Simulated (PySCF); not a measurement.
In(Vi)2(NH2), SMILES C=[CH][In]([NH2])[CH]=C (C4H8InN), B3LYP/def2-SVP optimised geometry.

```
14

In     0.16     0.01     0.00
C     -0.79    -1.93     0.01
C     -2.08    -2.14    -0.30
H     -0.18    -2.81     0.27
H     -2.52    -3.15    -0.29
H     -2.76    -1.33    -0.58
C     -0.80     1.95     0.00
C     -2.09     2.14     0.28
H     -0.19     2.83    -0.23
H     -2.55     3.15     0.28
H     -2.78     1.32     0.53
N      2.20     0.01     0.00
H      2.77    -0.83    -0.02
H      2.78     0.85    -0.01
```

Density from B3LYP/def2-TZVP, def2 effective core potentials past Kr in PySCF at that geometry. The core electrons that the potentials of In replace are not part of the density.

Minimum of the electron density along straight lines between bonded atoms, close to the bond critical point (lines longer than 1.1 times the sum of covalent radii, or with two minima, are not listed):

```
bond     length / Å  ρ at the minimum / e bohr⁻³  ∇²ρ there / e bohr⁻⁵  position (fraction from the first atom)
-------  ----------  ---------------------------  --------------------  ---------------------------------------
In1–C2        2.161                        0.098                  0.17                                     0.51
C2–C3         1.341                        0.347                 -1.05                                     0.49
C2–H4         1.099                        0.275                 -0.94                                     0.64
C3–H5         1.099                        0.276                 -0.96                                     0.65
C3–H6         1.096                        0.279                 -0.97                                     0.64
In1–C7        2.161                        0.098                  0.17                                     0.51
C7–C8         1.341                        0.347                 -1.05                                     0.49
C7–H9         1.099                        0.275                 -0.94                                     0.64
C8–H10        1.099                        0.276                 -0.96                                     0.65
C8–H11        1.096                        0.279                 -0.97                                     0.64
In1–N12       2.036                        0.108                  0.40                                     0.52
N12–H13       1.015                        0.332                 -1.54                                     0.73
N12–H14       1.015                        0.332                 -1.54                                     0.73
```
